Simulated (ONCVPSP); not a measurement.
**sulfur: ONCV pseudisation with PBEsol, scalar-relativistic reference atom.**

- Element: sulfur (S)
- Generator: ONCVPSP 4.0.1
- Type: optimised norm-conserving Vanderbilt (ONCV)
- Functional: PBEsol
- Relativity: scalar-relativistic
- Frozen core: [He]
- Valence charge: 14
- Reference configuration: 2s2 2p6 3s2 3p3 (charge +1)
- Partial waves: 2s+3s: rc 0.90 bohr, ncon 3, nbas 6, qcut 14.8 1/bohr, 2 projectors; 2p+3p: rc 0.90 bohr, ncon 4, nbas 7, qcut 17.3 1/bohr, 3 projectors, debl 2.5 Ha
- Local potential: polynomial inside 0.75 bohr (lpopt 5, dvloc0 1 Ha)
- Core correction: none

All-electron outer shells of the reference configuration (PBEsol, scalar-relativistic, ld1.x):

```csv
shell,level (eV),outermost node (bohr),outermost maximum (bohr)
1s,-2413.71,–,0.06
2s,-222.97,0.13,0.39
2p,-168.07,–,0.33
3s,-27.56,0.60,1.39
3p,-16.76,0.58,1.55
```

Results:

* Cutoffs needed: 113 Ha and 127 Ha (the cutoffs (Ha) at which the residual kinetic energy of the hardest occupied pseudo-wave falls to 1 and 0.1 mHa per electron)
* Ghost test: no bound ghost flagged; no localised positive-energy state flagged
* Largest excitation error: +21 meV (all-electron minus pseudo) for 2s2 2p6 3s2 3p0, out of 4 test configurations

Generation and tests took about 3.9 s on one core of a shared server CPU.
